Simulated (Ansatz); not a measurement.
Kohn–Sham single points on C$_{3}$H$_{5}$FOSi, SMILES `FCOC1=C[SiH2]1`.

```yaml
crystal:
  periodic: [false, false, false]
  atoms:
    - {symbol: F, position_ang: [-1.168357, -2.103564, 0.609957]}
    - {symbol: C, position_ang: [0.090203, -1.678126, 0.932885]}
    - {symbol: O, position_ang: [0.065305, -0.341701, 1.299193]}
    - {symbol: C, position_ang: [0.018313, 0.531507, 0.282644]}
    - {symbol: C, position_ang: [-0.113059, 1.850202, 0.186318]}
    - {symbol: Si, position_ang: [0.052628, 1.070884, -1.441539]}
    - {symbol: H, position_ang: [0.728733, -1.832539, 0.058133]}
    - {symbol: H, position_ang: [0.429721, -2.238960, 1.804114]}
    - {symbol: H, position_ang: [-0.249279, 2.687699, 0.856103]}
    - {symbol: H, position_ang: [1.316241, 1.128022, -2.219817]}
    - {symbol: H, position_ang: [-1.105049, 0.869474, -2.347492]}
basis:
  gaussian: {orbitals: def2-TZVPP}
hamiltonian: {xc: r2scan, dispersion: d4}
output: {forces: true, orbitals: {seedname: orbitals}}
```

```sh
$ ansatz run in.yaml --threads 4 --pin off --events-out ev --progress --plain --max-ram 10444MiB
```

Output, abridged:

```
Functional definition: r2SCAN
1430 factors; their error is unknown
mean field evaluation 1: about -15821.2484 eV, gradient 6.4e1 eV
mean field evaluation 2: about -15802.3720 eV, gradient 1.0e2 eV
mean field evaluation 4: about -15830.3368 eV, gradient 8.8e0 eV
mean field evaluation 8: about -15830.4882 eV, gradient 3.7e-1 eV
mean field evaluation 16: about -15830.4503 eV, gradient 9.1e-3 eV
mean field -15830.45031677 eV, -581.7583188766 hartree, gradient 4.7e-5 eV, S^2 0.000000; 0 other end points of the search recorded, 0 dependent functions left out
reference -15830.45032967 eV, -581.7583193506 hartree; 27, 27 occupied and 240, 240 virtual orbitals, 1430 factors
Total energy: -15830.50883330 eV, -581.7604693195 hartree
Atom 0 at    -1.168357    -2.103564     0.609957 Å, force    -0.332743    -0.081029    -0.087206 eV/Å
Atom 1 at     0.090203    -1.678126     0.932885 Å, force     0.359141    -0.285608     0.004064 eV/Å
Atom 2 at     0.065305    -0.341701     1.299193 Å, force    -0.002191     0.126252     0.356451 eV/Å
Atom 3 at     0.018313     0.531507     0.282644 Å, force    -0.012740     0.059760    -0.200345 eV/Å
Atom 4 at    -0.113059     1.850202     0.186318 Å, force    -0.018355     0.178670     0.063588 eV/Å
Atom 5 at     0.052628     1.070884    -1.441539 Å, force     0.010856    -0.031146    -0.136847 eV/Å
Atom 6 at     0.728733    -1.832539     0.058133 Å, force     0.005451     0.008204    -0.015805 eV/Å
Atom 7 at     0.429721    -2.238960     1.804114 Å, force    -0.005944     0.009882     0.007005 eV/Å
Atom 8 at    -0.249279     2.687699     0.856103 Å, force    -0.001389     0.003713    -0.001675 eV/Å
Atom 9 at     1.316241     1.128022    -2.219817 Å, force    -0.009666     0.004527     0.004603 eV/Å
Atom 10 at    -1.105049     0.869474    -2.347492 Å, force     0.007580     0.006774     0.006166 eV/Å
Dipole moment:     0.281588    -0.045862    -0.027106 e Å
```

It took 4.1 s on 4 threads of an Arm Neoverse V2 on a shared host, with 0.38 GiB of host memory at the peak.

The same input with `hamiltonian: {xc: {name: wB97M-V}}` (abridged; 10 s):

```
Functional definition: wB97M-V
mean field evaluation 16: about -15832.0012 eV, gradient 7.1e-4 eV
mean field -15832.00118687 eV, -581.8153123015 hartree, gradient 2.5e-5 eV, S^2 0.000000
Total energy: -15832.00123879 eV, -581.8153142097 hartree
Atom 0 force    -0.226052    -0.052988    -0.066034 eV/Å
Atom 1 force     0.334474    -0.159622     0.029696 eV/Å
Atom 2 force    -0.005476     0.006571     0.316481 eV/Å
Atom 3 force    -0.012227     0.186690    -0.289650 eV/Å
Atom 4 force    -0.009113     0.050463     0.021498 eV/Å
Atom 5 force     0.003413     0.006727    -0.159583 eV/Å
Atom 6 force    -0.056987     0.010185     0.080931 eV/Å
Atom 7 force    -0.032199     0.049981    -0.095312 eV/Å
Atom 8 force     0.014554    -0.105564    -0.035405 eV/Å
Atom 9 force    -0.155103    -0.012379     0.090652 eV/Å
Atom 10 force     0.144717     0.019936     0.106726 eV/Å
Dipole moment:     0.292567    -0.034092    -0.072144 e Å
```

With the line `hamiltonian: {xc: pbe, dispersion: d4}` (abridged; 2.2 s):

```
Functional definition: PBE
mean field evaluation 16: about -15822.2791 eV, gradient 9.2e-3 eV
mean field -15822.27908726 eV, -581.4580317308 hartree, gradient 2.4e-5 eV, S^2 0.000000
Total energy: -15822.50963439 eV, -581.4665041814 hartree
Atom 0 force    -0.695927    -0.268853    -0.179550 eV/Å
Atom 1 force     0.381036    -0.258006     0.000225 eV/Å
Atom 2 force     0.045052     0.248028     0.593816 eV/Å
Atom 3 force     0.026231    -0.181651    -0.073529 eV/Å
Atom 4 force    -0.046233     0.464352     0.094094 eV/Å
Atom 5 force     0.030505    -0.033682    -0.391605 eV/Å
Atom 6 force     0.177296    -0.035124    -0.212857 eV/Å
Atom 7 force     0.108204    -0.127494     0.218314 eV/Å
Atom 8 force    -0.033432     0.198505     0.124752 eV/Å
Atom 9 force     0.148354     0.013027    -0.079453 eV/Å
Atom 10 force    -0.141085    -0.019101    -0.094208 eV/Å
Dipole moment:     0.268847    -0.050182    -0.015346 e Å
```
